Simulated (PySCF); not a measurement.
## Multinuclear NMR of trimethylethoxysilane

Cartesian coordinates in Å; atom numbers follow the order of the lines, from 1:
```xyz
21

C     3.0215   -0.0311    0.8466
C     1.8463    0.3236   -0.0519
O     0.6657   -0.1944    0.4982
Si   -0.8661   -0.0988   -0.0621
C    -1.4531    1.7145   -0.1993
C    -1.8311   -1.0531    1.2623
C    -1.0372   -0.9065   -1.7854
H     2.8683    0.3865    1.8380
H     3.9433    0.3654    0.4296
H     3.1046   -1.1108    0.9360
H     1.7588    1.4126   -0.1485
H     1.9982   -0.0947   -1.0543
H    -1.3549    2.2311    0.7515
H    -0.8701    2.2668   -0.9322
H    -2.4939    1.7800   -0.4995
H    -1.7218   -0.5949    2.2393
H    -2.8882   -1.0739    1.0219
H    -1.4884   -2.0791    1.3413
H    -2.0668   -0.9118   -2.1282
H    -0.4507   -0.3775   -2.5326
H    -0.6932   -1.9370   -1.7708
```

[PySCF: geometry from GFN2-xTB; PBE0/pcSseg-1 with gauge-including orbitals; equivalent nuclei averaged; single conformer; non-relativistic; isolated molecule]

**Question.** Predict the $^{29}$Si NMR data.

**Answer.** 
```csv
atoms,environment,σ (ppm),δ (ppm)
Si4,"silicon bonded to 3 C, O",338.3,1.9
```

Shieldings were converted by a linear fit to measured shifts: $^{29}$Si: δ = 279.94 − 0.822σ (rms 8.9 ppm, 72 shifts, 25.8 ppm with the 6 outliers that the fit left out vs TMS, solution or neat liquid). Occasional misses reach two or three times the rms, and more in compound classes unlike the fitted ones.

On a 600 MHz spectrometer $^{29}$Si resonates near 119.2 MHz, so 1 ppm is 119.2 Hz.

**Question.** Where does $^{17}$O resonate?

**Answer.** 
```json
{"atoms": "O3", "environment": "oxygen bonded to C, Si", "σ (ppm)": "280.8", "δ (ppm)": "10.9"}
```

Shieldings were converted by a linear fit to measured shifts: $^{17}$O: δ = 266.70 − 0.911σ (rms 10.7 ppm, 155 shifts, 12.2 ppm with the 3 outliers that the fit left out vs liquid water, solution or neat liquid). Occasional misses reach two or three times the rms, and more in compound classes unlike the fitted ones.

On a 400 MHz spectrometer $^{17}$O resonates near 54.2 MHz, so 1 ppm is 54.2 Hz.
